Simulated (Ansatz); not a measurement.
`C[O][GaH][O]C` + H₂ → `C[O][GaH2]` + CH₃OH at 298.15 K and 1 bar (hydrogenolysis of a Ga–O bond).

Gas-phase electronic energies from Ansatz, PBE0-D4/def2-TZVP geometries. CBS: MP2 limit from def2 TZ/QZ plus the TZ coupled-cluster correction, frozen cores. This one scheme is used for every species. For Ga outer-core shells are correlated without core-valence functions, which leaves a few kJ/mol of doubt a bond. Scalar relativity is left out up to krypton. Each species was taken in one conformer, which may not be the lowest.

```
        species  CCSD(T)/CBS energy (Eh)  H − E (kJ/mol)  S (J/(mol·K))
`C[O][GaH][O]C`              -2154.62574           261.4          382.5
             H₂                 -1.17544            35.1          130.4
   `C[O][GaH2]`              -2040.16771           160.8          303.8
          CH₃OH               -115.61712           146.3          238.2
```

H − E and S are ideal-gas, rigid-rotor, harmonic terms from PBE0-D4/def2-TZVP, for one conformer and one mirror image of each species. The MP2-based limit puts H₂ 0.8 mEh under its directly extrapolated value; such offsets cancel only in part. 1 Eh = 2625.50 kJ/mol, R = 8.31446 J/(mol·K).

Q: By hand: ΔE, ΔH, ΔS and ΔG.

A: ΔE = (-2040.16771) + (-115.61712) − (-2154.62574) − (-1.17544) = 0.01635 Eh = 42.9 kJ/mol. Δ(H − E) = 160.8 + 146.3 − 261.4 − 35.1 = 10.6, so ΔH = 53.5 kJ/mol. ΔS = 303.8 + 238.2 − 382.5 − 130.4 = 29.1 J/(mol·K). ΔG = 53.5 − 298.15 × (29.1)/1000 = 44.8 kJ/mol.

Q: By hand: the equilibrium constant, and the temperature at which ΔG would vanish if ΔH and ΔS stayed fixed.

A: log₁₀ K = −ΔG/(RT ln 10) = -7.8. ΔG = 0 at ΔH/ΔS = 1838 K.

ΔH outweighs TΔS. A doubt of 5 kJ/mol in ΔE shifts log₁₀ K by 0.9 here. Other conformers and mirror images would add mixing entropy, several J/(mol·K) or more a flexible species. These are equilibria of isolated gas molecules and say nothing of rates. Largest T1 diagnostic: 0.015 (customary marks: 0.02 for closed shells, 0.045 for open ones).
